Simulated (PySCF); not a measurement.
Gas-phase reaction: 2 GaCl₂ + CCl₃ = 2 GaCl₃ + CCl

Method: PySCF energies (xtb for GFN2) plus ideal-gas RRHO corrections (1 bar). † marks an energy on the PBE0/def2-TZVP geometry and frequencies; other levels use their own. MP2 and CCSD(T) freeze the core. 6-31G* has spherical d functions here. Open shells (unrestricted): GaCl₂ (multiplicity 2), CCl₃ (multiplicity 2), CCl (multiplicity 2, electronic degeneracy 4); the rest are closed-shell singlets. GFN2 has no spin-polarisation term. Spin-orbit splitting is ignored; it lowers the true energy and changes the entropy of CCl. B3LYP is the form with VWN-RPA correlation. Ga: all electrons, no relativistic terms. GaCl₂: computed as isolated molecules; such fragments, hydroxides, amides, oligomers or adducts are transient or little studied in the gas. MP2 isn't extrapolated to the basis-set limit; its ΔH°(298 K) is -239.6 kJ in def2-SVP and -229.0 kJ in def2-TZVPP. CCSD(T) isn't extrapolated to the basis-set limit; its ΔH°(298 K) is -252.7 kJ in def2-SVP and -245.5 kJ in def2-TZVPP. The harmonic model lacks anharmonicity and excited electronic states, which grow with temperature; levels with a mode under 35 cm⁻¹ are left out. Soft modes under 120 cm⁻¹ make the harmonic entropy rough for GaCl₂.

```json
[
 {"level": "B3LYP/6-31G*", "ΔE electronic, kJ": "-157", "ΔH°(298 K), kJ": "-159", "ΔS°(298 K), J/K": "-31", "ΔG°(1800 K), kJ": "-115"},
 {"level": "CCSD(T)/def2-SVP†", "ΔE electronic, kJ": "-251", "ΔH°(298 K), kJ": "-253", "ΔS°(298 K), J/K": "-30", "ΔG°(1800 K), kJ": "-210"},
 {"level": "GFN2-xTB", "ΔE electronic, kJ": "-140", "ΔH°(298 K), kJ": "-140", "ΔS°(298 K), J/K": "-34", "ΔG°(1800 K), kJ": "-89"},
 {"level": "HF/def2-TZVP†", "ΔE electronic, kJ": "-234", "ΔH°(298 K), kJ": "-236", "ΔS°(298 K), J/K": "-30", "ΔG°(1800 K), kJ": "-193"},
 {"level": "MP2/def2-TZVPP†", "ΔE electronic, kJ": "-227", "ΔH°(298 K), kJ": "-229", "ΔS°(298 K), J/K": "-30", "ΔG°(1800 K), kJ": "-186"},
 {"level": "PBE/def2-SVP", "ΔE electronic, kJ": "-148", "ΔH°(298 K), kJ": "-149", "ΔS°(298 K), J/K": "-30", "ΔG°(1800 K), kJ": "-107"},
 {"level": "PBE0/def2-SVP†", "ΔE electronic, kJ": "-176", "ΔH°(298 K), kJ": "-178", "ΔS°(298 K), J/K": "-30", "ΔG°(1800 K), kJ": "-135"}
]
```
ΔH° is lowest at CCSD(T)/def2-SVP† and highest at GFN2-xTB. No reference value is set beside these.
